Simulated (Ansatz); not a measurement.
Gas-phase reaction in SMILES: [CH2]B(C)Cl → [CH2-]B(C)Cl (an electron is taken up)
Each molecule is optimised on its own at B3LYP-D3(BJ)/def2-TZVP (Ansatz, an electronic-structure program), one conformer each, not searched for the lowest.

Wanted: adiabatic electron affinity (electronic energy difference), positive where the reaction releases energy, in eV. Valence correlation only, unless marked. Open shells are spin-unrestricted. No spin-orbit coupling. Non-relativistic. Anions need diffuse functions: aug- sets have them; def2-D sets add few; the other sets have none. Basis-set limits of correlation are two-point, X^-3; Hartree-Fock from the larger set. [CCSD(T)-MP2]/basis is that difference in the basis named.

```json
[
 {"level": "HF/STO-3G", "program": "Ansatz", "adiabatic electron affinity (eV)": "-2.65", "minus last row": "-4.78"},
 {"level": "SVWN5/def2-TZVPD", "program": "Ansatz", "adiabatic electron affinity (eV)": "2.30", "minus last row": "0.17"},
 {"level": "revPBE-D3(BJ)/def2-TZVPD", "program": "Ansatz + dftd3", "adiabatic electron affinity (eV)": "1.92", "minus last row": "-0.21"},
 {"level": "B3LYP-D3(BJ)/def2-TZVPD", "program": "Ansatz + dftd3", "adiabatic electron affinity (eV)": "2.01", "minus last row": "-0.12"},
 {"level": "B3LYP/def2-TZVPD", "program": "Ansatz", "adiabatic electron affinity (eV)": "2.01", "minus last row": "-0.12"},
 {"level": "PBE0/def2-SVP", "program": "Ansatz", "adiabatic electron affinity (eV)": "1.52", "minus last row": "-0.61"},
 {"level": "PBE0-D3(BJ)/def2-TZVPD", "program": "Ansatz + dftd3", "adiabatic electron affinity (eV)": "1.89", "minus last row": "-0.24"},
 {"level": "BHLYP-D4/def2-TZVPD", "program": "Ansatz + dftd4", "adiabatic electron affinity (eV)": "1.74", "minus last row": "-0.39"},
 {"level": "r2SCAN0-D4/def2-TZVPD", "program": "Ansatz + dftd4", "adiabatic electron affinity (eV)": "1.78", "minus last row": "-0.35"},
 {"level": "HSE06/def2-TZVPD", "program": "Ansatz", "adiabatic electron affinity (eV)": "1.89", "minus last row": "-0.24"},
 {"level": "LC-wPBE-D3(BJ)/def2-TZVPD", "program": "Ansatz + dftd3", "adiabatic electron affinity (eV)": "1.88", "minus last row": "-0.25"},
 {"level": "wB97M-V/def2-TZVPD", "program": "Ansatz", "adiabatic electron affinity (eV)": "2.00", "minus last row": "-0.13"},
 {"level": "B2GP-PLYP-D4/def2-TZVPD", "program": "Ansatz + dftd4", "adiabatic electron affinity (eV)": "1.97", "minus last row": "-0.16"},
 {"level": "MP2/STO-3G", "program": "Ansatz", "adiabatic electron affinity (eV)": "-1.90", "minus last row": "-4.03"},
 {"level": "RI-MP2/cc-pV(T+d)Z", "program": "Ansatz", "adiabatic electron affinity (eV)": "1.92", "minus last row": "-0.21"},
 {"level": "SCS-MP2/aug-cc-pV(T+d)Z", "program": "Ansatz", "adiabatic electron affinity (eV)": "2.07", "minus last row": "-0.06"},
 {"level": "CCSD/cc-pV(T+d)Z", "program": "Ansatz", "adiabatic electron affinity (eV)": "1.73", "minus last row": "-0.40"},
 {"level": "CCSD(T)/cc-pV(T+d)Z", "program": "Ansatz", "adiabatic electron affinity (eV)": "1.85", "minus last row": "-0.28"},
 {"level": "CCSD(T)/cc-pVTZ", "program": "Ansatz", "adiabatic electron affinity (eV)": "1.86", "minus last row": "-0.27"},
 {"level": "RI-MP2/CBS(aug-cc-pV(T+d)Z,aug-cc-pV(Q+d)Z)+[CCSD(T)-MP2]/aug-cc-pV(D+d)Z", "program": "Ansatz", "adiabatic electron affinity (eV)": "2.14", "minus last row": "0.01"},
 {"level": "RI-MP2/CBS(aug-cc-pV(T+d)Z,aug-cc-pV(Q+d)Z)+[CCSD(T)-MP2]/aug-cc-pV(T+d)Z", "program": "Ansatz", "adiabatic electron affinity (eV)": "2.13", "minus last row": "0.00"}
]
```
